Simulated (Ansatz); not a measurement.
## K⁺ ··· CH₄S

The pair of K⁺ (SMILES [K+], atom 1) and CH₄S (SMILES CS, atoms 2–7), both closed shells, in one local arrangement (a lower one may exist), relaxed at PBE0-D4/def2-TZVP:

```
atom    x (Å)    y (Å)    z (Å)
  K1   0.0407   0.2118  -3.4830
  C2   0.4287  -0.0602   0.8304
  S3  -0.7260   0.5887  -0.4030
  H4   0.0005   0.0570   1.8237
  H5   1.3275   0.5519   0.7630
  H6   0.6795  -1.1016   0.6417
  H7  -1.7509  -0.2475  -0.1729
```

Computed with Ansatz 0.2.0 (basis: def2-TZVPPD, with def2-QZVPPD for the basis limit); correlated methods freeze the cores. The outer core shell of Li, Na, Mg and K is correlated. The def2 sets are not built for correlating such inner shells, so the correlated values are less sure here. B3LYP uses VWN-RPA correlation. Extrapolation: Hartree–Fock as exp(−7.88 √X), correlation as X^−2.97. Interaction energies count from these two fragments, frozen as in the pair, with the counterpoise correction; negative means bound.

Problem. What is the interaction energy by CCSD(T) at an estimated basis limit (MP2 extrapolated from triple and quadruple zeta, plus CCSD(T) − MP2 in triple zeta)? (An estimate is asked for; the value comes from the calculation.)

Solution. By the calculation: -13.53 kcal/mol. Hartree–Fock alone gives -12.03 kcal/mol at the basis limit. It counts from the two fragments frozen as in the pair.

The same quantity by other methods in triple zeta, and each one's difference from that estimate:
```tsv
method	E_int (kcal/mol)	difference
PBE-D4	-14.29	-0.76
revPBE-D4	-13.46	0.07
BLYP-D4	-13.90	-0.37
r2SCAN-D4	-13.42	0.11
B97M-V	-13.36	0.17
PBE0-D4	-14.12	-0.59
B3LYP-D4	-14.04	-0.51
HSE06-D4	-14.14	-0.61
wB97X-V	-13.66	-0.13
wB97M-V	-13.47	0.06
B2PLYP	-12.93	0.60
HF	-11.87	1.66
MP2	-12.76	0.77
CCSD	-12.35	1.18
CCSD(T)	-12.45	1.08
```
Differences are method less estimate.

Problem. Which atoms make the shortest contact between the fragments?

Solution. K1 and S3, 3.20 Å apart.

Basis-set superposition shift (counterpoise-corrected less uncorrected): CCSD(T) 0.62; MP2 0.58; HF 0.07; PBE0-D4 0.12; wB97M-V 0.12 kcal/mol.

No T1 diagnostic of these runs exceeds 0.010.

For scale, one of the runs: CCSD(T)/def2-TZVPPD, 192 basis functions (an equivalent command: `ansatz run in.yaml --threads 2`). Hardware: 2 CPU threads, shared host. Wall time 30 s; peak host memory 2.1 GiB.
